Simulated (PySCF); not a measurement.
An equivalent PySCF input for Si (silicon, neutral), [Ne] 3s2 3p2, high-spin 3P determinant, with no relativity, point nucleus:

```python
from pyscf import gto, scf, dft, mp, cc
import basis_set_exchange as bse
mol = gto.M(atom="Si 0 0 0", charge=0, spin=2, symmetry="D2h",
            basis=gto.basis.parse(bse.get_basis("def2-TZVP", elements=["Si"], fmt="nwchem", header=False)))
mf = dft.UKS(mol, xc="PBE0")
mf.irrep_nelec = {'Ag': (3, 3), 'B1u': (2, 1), 'B2u': (2, 1), 'B3u': (1, 1)}
mf.kernel()
```

It reaches the same state as the run whose output follows, with an energy that differs only through the grid. The run itself started from symmetry-adapted Hartree-Fock orbitals and held the occupation by maximum overlap, on a logarithmic radial grid, so the iterations belong to that start.

```
SCF conv_tol = 1e-09
number electrons alpha = 8  beta = 6
XC functionals = PBE0
    C. Adamo and V. Barone.,  J. Chem. Phys. 110, 6158 (1999)
    M. Ernzerhof and G. E. Scuseria.,  J. Chem. Phys. 110, 5029 (1999)
cycle= 1 E= -289.249308518076  delta_E= -0.00482  |g|= 0.0126  |ddm|= 0.114
cycle= 2 E= -289.249431401834  delta_E= -0.000123  |g|= 0.0031  |ddm|= 0.0171
cycle= 3 E= -289.249440306543  delta_E= -8.9e-06  |g|= 0.000863  |ddm|= 0.00392
cycle= 4 E= -289.249441287575  delta_E= -9.81e-07  |g|= 0.000101  |ddm|= 0.00148
cycle= 5 E= -289.24944129112  delta_E= -3.55e-09  |g|= 2.25e-05  |ddm|= 0.000195
cycle= 6 E= -289.249441291308  delta_E= -1.88e-10  |g|= 1.22e-06  |ddm|= 3.09e-05
converged SCF energy = -289.249441291308  <S^2> = 2.0056252  2S+1 = 3.0037478
```
